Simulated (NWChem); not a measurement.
A series in which one site is exchanged, each optimised at PBE0/def2-SVP with NWChem, gas phase unless a solvent is named. All stand in one matching conformer (torsions within 35°), which need not be the lowest. This build's default masses of Se (78.918 u) and Br (79.917 u) are each other's, which moves their modes by up to 0.6 %.

A: [Cl][Mg][SeH] (MgHSeCl; site = Mg)
B: [Cl][Zn][SeH] (ZnHSeCl; site = Zn)
C: [Cl][Be][SeH] (BeHSeCl; site = Be)
D: Cl[Se][SeH] (HSe$_{2}$Cl; site = Se)

Values for A:

| Quantity | Value |
|---|---|
| dipole (D), PBE0/def2-SVP | 1.03 |
| orbital gap (eV), PBE0/def2-SVP | 5.43 |
| highest harmonic frequency (cm⁻¹), PBE0/def2-SVP | 2439 |
| vertical ionisation energy, ΔSCF, PBE/def2-SVP (eV) | 9.17 |
| static polarisability, PBE0/def2-SVPD (bohr³) | 69.0 |

Q: How do these values change for the other members?

A: 
| change from A | B | C | D |
|---|---|---|---|
| dipole (D), PBE0/def2-SVP | +0.23 | -0.18 | +0.90 |
| orbital gap (eV), PBE0/def2-SVP | +0.55 | +1.17 | -0.77 |
| highest harmonic frequency (cm⁻¹), PBE0/def2-SVP | 0 | +4 | -42 |
| vertical ionisation energy, ΔSCF, PBE/def2-SVP (eV) | +0.04 | +0.46 | -0.30 |
| static polarisability, PBE0/def2-SVPD (bohr³) | -1.3 | -11.2 | +5.2 |
